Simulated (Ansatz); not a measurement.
BeH+, closed-shell singlet (the spin of the measured ground state), most abundant isotopes (1.0078 and 9.0122 u). Constants from fifth-degree fits in 1/R to seven points on the lowest solution found; no spin–orbit coupling, no relativity up to Kr; ω_e x_e and α_e move by some per cent with the fit.

Cores are frozen in the correlated methods. CBS: X⁻³ extrapolation of the correlation energy, Hartree–Fock from the larger set.

The values were computed with Ansatz (Gaussian basis) for Hartree–Fock, density functionals and correlated methods. Values without a source in brackets are computed.

```
level                                  r_e (Å)  ω_e (cm⁻¹)  ω_e x_e (cm⁻¹)  α_e (cm⁻¹)
-------------------------------------  -------  ----------  --------------  ----------
PBE/def2-TZVPP                          1.3372      2109.6            34.0       0.283
CCSD(T)/CBS(aug-cc-pVQZ, aug-cc-pV5Z)   1.3140      2214.4            39.5       0.311
```

Q: Predict ω_e, ω_e x_e, B_e and the fall in zero-point energy on putting deuterium (2.014102 u) for H, at CCSD(T)/CBS(aug-cc-pVQZ, aug-cc-pV5Z).

A: 
The curve stays; ρ = √(μ_H/μ_D) = √(0.90646/1.64620) = 0.74205. ω_e scales with ρ: 1643 cm⁻¹; ω_e x_e and B_e with ρ²: 21.8 and 5.931 cm⁻¹. The zero-point energy falls by 281 cm⁻¹, by which D₀ of the deuteride is larger.

Ansatz is a first-principles code.
